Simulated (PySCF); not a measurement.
A geometry optimisation on Sn(SiH3)4 (`[SiH3][Sn]([SiH3])([SiH3])[SiH3]`).

Computed with PBE0-D3(BJ)/def2-SVP geometry optimisation, gas phase, def2 core potentials past Kr (PySCF 2.14.0). Start geometry: GFN2-xTB. The input is one job of a driver script: a line of settings, then coordinates in Å.

Input:
```
{"job": {"xc": "PBE0", "basis": "def2-SVP", "d3": "d3bj", "grid": 1, "maxiter": 30, "shake": 0.03, "kind": "geom"}, "charge": 0, "multiplicity": 1}
Sn     0.055690    -0.059970     0.004390
Si    -0.023520    -0.029460     2.539720
H      0.512370    -1.258920     3.033280
H     -1.261030     0.094160     3.067510
H      0.756370     1.072640     3.064850
Si     2.393810     0.012270    -0.861140
H      3.111490    -1.241200    -0.468400
H      3.221740     1.127380    -0.326660
H      2.453390     0.108330    -2.250590
Si    -1.223720     2.102700    -0.804420
H     -0.580580     3.314110    -0.341060
H     -2.574780     2.150230    -0.334250
H     -1.340680     2.193680    -2.319930
Si    -1.237490    -2.074370    -0.842690
H     -0.481600    -3.316290    -0.454960
H     -1.270330    -2.047950    -2.297260
H     -2.539680    -2.147940    -0.348120
```

Output:
```
step   0  E = -1378.61331196  max force = 0.065700
step   1  E = -1378.63881090  max force = 0.004222
step   2  E = -1378.63928641  max force = 0.003020
step   3  E = -1378.63943078  max force = 0.000609
step   4  E = -1378.63944210  max force = 0.000464
step   5  E = -1378.63945181  max force = 0.000647
step   6  E = -1378.63945073  max force = 0.000574
step   7  E = -1378.63945425  max force = 0.000263
optimisation converged
```

Energies in Eh; «max force» is the largest Cartesian gradient component in Eh/bohr.

Task: How much energy does the optimisation release, in eV?

Result: E(step 0) − E(last step) = 0.026142 Eh, which is 0.711 eV.

In short: final energy -1378.63945 Eh after 7 steps; dipole 0.06 D.

Task: Give the final coordinates.

Result: 0.082 Å rms from the input after alignment:
```
atom  x, y, z in Å
Sn1   -0.0200    0.0063    0.0087
Si2    0.0027   -0.0555    2.5770
H3     0.6286   -1.3256    3.0587
H4    -1.3894    0.0265    3.1161
H5     0.7907    1.0989    3.1096
Si6    2.4039    0.0097   -0.8381
H7     3.0938   -1.2532   -0.4296
H8     3.1556    1.1689   -0.2650
H9     2.4378    0.1095   -2.3300
Si10  -1.2157    2.1258   -0.8130
H11   -0.5121    3.3449   -0.3081
H12   -2.6278    2.1484   -0.3216
H13   -1.2266    2.1610   -2.3079
Si14  -1.2086   -2.0763   -0.9103
H15   -0.4814   -3.3122   -0.4855
H16   -1.2487   -2.0314   -2.4045
H17   -2.6112   -2.1463   -0.3960
```

Task: Estimate the wall time. Hardware: one thread of an Arm Neoverse V2, no GPU, shared host with 96 logical CPUs at a one-minute load of 65. And the peak memory of the process?

Result: About 1.8 min, with 0.65 GiB resident at the peak, the Python interpreter and its libraries included.
Labels such as C1 count atoms from 1, the log's own numbers from 0.
